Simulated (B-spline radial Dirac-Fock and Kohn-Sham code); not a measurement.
# Ni¹²⁺: eigenvalues, ΔSCF and the reference

System: nickel as Ni¹²⁺, configuration [Ne] 3s2 3p4.

The density-functional columns are spherical, spin-unpolarised Dirac-Kohn-Sham results without Breit or QED terms: −ε is minus the orbital energy of the initial state and ΔSCF the difference of two total energies. The reference in the last column comes from Dirac-Fock (average of configuration) total-energy differences with a finite nucleus, the Breit interaction including its frequency dependence, and self-energy and vacuum-polarisation corrections. All numbers are from a B-spline atomic structure program, in eV; a selection of levels is shown. The Kohn-Sham columns are given as differences from the reference. For the 1s level of heavy atoms much of the gap between ΔSCF and the reference is the Breit and QED part, -14.6 eV here; for other levels the error of the functional can be larger.

```csv
level,LDA −ε − DF,LDA ΔSCF − DF,Dirac-Fock
K,-172.8,+13.2,8726.7
L1,-65.3,-23.2,1403.0
L2,-47.8,+0.7,1262.9
M1,-20.1,-3.0,432.6
"M2,3",-15.3,+2.0,386.7
```

Values without a named source are computed, but for edge energies of neutral atoms, which are taken from tables.
